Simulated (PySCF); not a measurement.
## Br (bromine, neutral) across methods

[Ar] 3d10 4s1 4p6, 2S determinant (an excited configuration). All numbers are calculated (PySCF 2.14, scalar relativity through the core potential, in aug-cc-pVQZ-PP with one added diffuse shell each of s, p, d, f, g type with ECP10MDF (8s7p6d4f3g, 114 functions)).

```csv
method,E (hartree),mean ε 4s α (eV),mean ε 4p α (eV),mean ε 4p β (eV),Σ⟨r²⟩ (bohr²),⟨S²⟩
r2SCAN,-416.2130,-22.485,-9.337,-8.232,40.46,0.758
PBE0,-416.3027,-23.998,-10.355,-9.010,40.70,0.756
LDA,-415.7672,-21.621,-8.927,-8.201,40.70,0.752
BHandHLYP,-416.1695,-26.471,-11.703,-9.829,40.94,0.760
PBE,-416.3523,-21.415,-8.833,-8.033,40.77,0.753
UHF,-414.93732,-31.047,-14.223,-10.782,41.54,0.784
r2SCAN0,-416.1969,-24.757,-10.711,-9.130,40.57,0.761
B97-3,-416.3773,-24.101,-10.409,-9.022,40.67,0.756
```

Energies and moments cover only the electrons outside the core potential.
